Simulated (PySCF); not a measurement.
**How methods differ on the ionisation energy of V**

V [Ar] 3d3 4s2 (4F) → V⁺ [Ar] 3d4 (5D), as a difference of total energies. All numbers are calculated (PySCF 2.14, scalar relativity by spin-free X2C-1e, in x2c-TZVPall (6s5p4d1f, 48 functions)). Correlated levels: valence: [Ar] frozen. The calculations carry no spin-orbit coupling.

| method | ionisation energy (eV) |
| --- | --- |
| UHF | 6.140 |
| TPSS | 6.367 |
| MP2 (valence) | 6.490 |
| SCS-MP2 (valence) | 6.937 |

Errors of the correlated levels include the incompleteness of this basis and the frozen core.

Q: Which method comes closest to the reference value, and which is furthest?

A: The reference is 6.732 eV (measured; NIST levels, between the centres of gravity of the two terms). Closest: SCS-MP2 (valence) (error 0.205 eV); furthest: UHF (error -0.592 eV).
